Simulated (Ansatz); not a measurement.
Calculated with Ansatz (gas phase, PBE0-D4/def2-TZVP geometries, no zero-point term in ΔE). CCSD(T)/CBS adds triple-zeta CCSD(T) − MP2 to the extrapolated MP2 energy (def2 sets, frozen cores). DFT in def2-TZVPP. B3LYP here is the variant with VWN-RPA as its local correlation; programs differ in this. Each species was taken in one conformer, which may not be the lowest.

`FC([SiH3])O[SiH3]` + `CCCO` → `CCCO[SiH3]` + `OC(F)[SiH3]`  (ligand exchange at the Si–O bond)

`FC([SiH3])O[SiH3]`:

Cartesian coordinates in Å:
```
F 1.392 -0.688 0.758
C 0.210 0.033 0.594
Si -1.168 -0.786 1.639
O -0.156 0.020 -0.736
Si 0.766 0.679 -1.952
H 0.449 1.056 0.921
H -2.404 0.025 1.498
H -0.742 -0.808 3.061
H -1.385 -2.162 1.135
H 1.849 -0.241 -2.374
H -0.167 0.917 -3.076
H 1.356 1.956 -1.467
```

`CCCO`:

```xyz
12

C    -0.485   -1.188    0.823
C    -0.427    0.231    0.285
C     0.594    0.385   -0.825
O     0.627    1.683   -1.378
H     0.483   -1.502    1.222
H    -1.220   -1.281    1.625
H    -0.762   -1.896    0.037
H    -0.179    0.925    1.098
H    -1.406    0.537   -0.098
H     1.589    0.088   -0.458
H     0.347   -0.284   -1.654
H     0.838    2.303   -0.676
```

`CCCO[SiH3]`:

```xyz
15

C    -1.433   -1.949    0.071
C    -0.408   -1.029    0.711
C    -0.020    0.109   -0.203
O     0.934    0.932    0.437
Si    1.566    2.268   -0.278
H    -2.351   -1.409   -0.180
H    -1.704   -2.765    0.743
H    -1.048   -2.393   -0.851
H     0.496   -1.587    0.974
H    -0.799   -0.609    1.643
H    -0.911    0.698   -0.465
H     0.393   -0.289   -1.141
H     2.519    2.856    0.692
H     2.270    1.914   -1.543
H     0.496    3.252   -0.610
```

`OC(F)[SiH3]`:

Z-matrix (Å, degrees):
```
C
F 1 1.398
Si 1 1.913 2 108.7
O 1 1.377 2 110.0 3 -119.2
H 1 1.099 2 104.9 3 120.5
H 3 1.484 1 108.2 2 56.3
H 3 1.485 1 108.8 2 175.4
H 3 1.482 1 108.9 2 -64.0
H 4 0.963 1 109.6 2 -70.3
```

| level | ΔE (kJ/mol) | difference from CCSD(T)/CBS |
| --- | --- | --- |
| PBE-D4 | -7.0 | -0.5 |
| r2SCAN-D4 | -7.2 | -0.7 |
| PBE0-D4 | -7.1 | -0.6 |
| B3LYP-D4 | -6.5 | 0.0 |
| ωB97X-V | -6.7 | -0.2 |
| ωB97M-V | -6.7 | -0.2 |
| B2PLYP | -7.1 | -0.6 |
| PBE | -7.4 | -0.9 |
| r2SCAN | -7.3 | -0.8 |
| PBE0 | -7.6 | -1.1 |
| MP2/def2-TZVPP | -6.8 | -0.3 |
| SCS-MP2/def2-TZVPP | -6.7 | -0.2 |
| CCSD(T)/def2-TZVPP | -6.1 | 0.4 |
| HF/def2-QZVPP | -7.7 | -1.2 |
| HF/CBS(def2) | -7.7 | -1.2 |
| MP2/CBS(def2) | -7.1 | -0.6 |
| CCSD(T)/CBS | -6.5 | 0 |

Largest T1 diagnostic among the species: 0.012.
